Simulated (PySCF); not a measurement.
# Finite-field polarisability of Ne (neon, neutral)

[Ne], closed-shell 1S. Calculation: PySCF 2.14, in dyall-acv3z; the non-relativistic Hamiltonian (point nucleus). Frozen: 1s2. Energy changes in a uniform field (μhartree):

| axis | F (au) | HF | MP2 | CCSD | CCSD(T) |
| --- | --- | --- | --- | --- | --- |
| x | 0.0097 | -100.271 | -111.069 | -109.000 | -110.347 |
| x | 0.0194 | -401.207 | -444.453 | -436.169 | -441.564 |

Task: Derive α along x at CCSD(T) from the two fields.

Result: With ΔE = −αF²/2 − γF⁴/24, α = −(16 ΔE(F) − ΔE(2F))/(6F²) = 2.345 bohr³.

Task: And the mean polarisability at each level?

Result: HF 2.131, MP2 2.361, CCSD 2.317, CCSD(T) 2.345 bohr³. Reference: 2.661 bohr³ (recommended; Schwerdtfeger and Nagle, table of static dipole polarizabilities (2023 update)).

CCSD(T) lies more than 5 % below the reference, which points to too few diffuse and polarisation functions.
